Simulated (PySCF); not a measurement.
AlF4, charge -1. Atoms are numbered in the order given.

```xyz
5

Al     0.0000     0.0000     0.0000
F      0.9881     0.9881    -0.9881
F     -0.9881     0.9881     0.9881
F     -0.9881    -0.9881    -0.9881
F      0.9881    -0.9881     0.9881
```
Charge -1, spin multiplicity 1.

The structure is a stationary point at PBE0-D3(BJ)/def2-SVPD. The isomer is the one that the SMILES or the coordinates give; other isomers of the formula were not compared.

Calculation: PBE0/pcSseg-2 (PySCF).

GIAO shieldings, no solvent; atoms alike by connectivity are averaged. δ = σ(ref) − σ: ¹⁹F against CFCl3 (σ = 165.8 ppm), references at their B3LYP-D3(BJ)/def2-TZVP geometries, non-relativistic.

### Question
Estimate the chemical shifts. (An estimate is asked for; the answer gives what the named calculation found.)

### Answer

```tsv
nucleus	atoms	count	δ (ppm)
¹⁹F	F2, F3, F4, F5	4	-233.1
```
